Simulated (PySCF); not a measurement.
# Steps of a relaxation of [Eu(H2O)2]3+

[Eu(H2O)2]3+ (singlet in the valence; each metal's 4f electrons, 6 of them, lie in its core potential, out of spins and levels; a saddle point, relaxed within its symmetry). PySCF 2.14.0, RKS PBE0, Eu lcecp-1-SVP with ECP52, O def2-SVP, H def2-SVP; non-relativistic Hamiltonian with scalar-relativistic core potentials where named; density fitting; no spin-orbit coupling. Origin of the start: template. Columns: position (Å) and force (eV/Å). Energies are counted from the last step; some of the 6 steps are shown. Forces carry noise of the integration grid, about 0.01 to 0.03 eV/Å.

Run from Python with OMP_NUM_THREADS=2. Where DIIS fails, smearing, a level shift and second-order steps follow.
It took 13 s on 2 threads of Arm Neoverse V1 (shared host), from the converged density of the start.

```xyz
7
step 0  E = 0.351 eV
Eu    0.0000    0.0000    0.0000     0.00    0.00    0.00
O     0.0000    0.0000    2.4850     0.00    0.00   -2.52
H     0.5445    0.5445    3.0750     0.42    0.42    0.56
H    -0.5445   -0.5445    3.0750    -0.42   -0.42    0.56
O     0.0000    0.0000   -2.4850     0.00    0.00    2.52
H     0.5445   -0.5445   -3.0750     0.42   -0.42   -0.56
H    -0.5445    0.5445   -3.0750    -0.42    0.42   -0.56
```

```xyz
7
step 2  E = 0.024 eV
Eu    0.0000    0.0000    0.0000     0.00    0.00    0.00
O     0.0000    0.0000    2.3170     0.00    0.00    0.50
H     0.5433    0.5433    2.9618    -0.17   -0.17   -0.41
H    -0.5433   -0.5433    2.9618     0.17    0.17   -0.41
O     0.0000    0.0000   -2.3170     0.00    0.00   -0.50
H     0.5433   -0.5433   -2.9618    -0.17    0.17    0.41
H    -0.5433    0.5433   -2.9618     0.17   -0.17    0.41
```

```xyz
7
step 3  E = 0.005 eV
Eu    0.0000    0.0000    0.0000     0.00    0.00    0.00
O     0.0000    0.0000    2.2917     0.00    0.00    0.40
H     0.5437    0.5437    2.9283    -0.08   -0.08   -0.22
H    -0.5437   -0.5437    2.9283     0.08    0.08   -0.22
O     0.0000    0.0000   -2.2917     0.00    0.00   -0.40
H     0.5437   -0.5437   -2.9283    -0.08    0.08    0.22
H    -0.5437    0.5437   -2.9283     0.08   -0.08    0.22
```

Q: Where does the relaxation end?

A: It converges at step 5 in D2d:
```xyz
7
step 5  E = 0
Eu    0.0000    0.0000    0.0000
O     0.0000    0.0000    2.2911
H     0.5453    0.5453    2.9158
H    -0.5453   -0.5453    2.9158
O     0.0000    0.0000   -2.2911
H     0.5453   -0.5453   -2.9158
H    -0.5453    0.5453   -2.9158
```

Q: How did the contacts change?

A: 
```csv
contact,start (Å),end (Å)
Eu1–O2 (H2O),2.485,2.291
Eu1–O5 (H2O),2.485,2.291
```


An lcecp potential fixes the number of 4f electrons, so in runs with it no electron can move into or out of that shell.
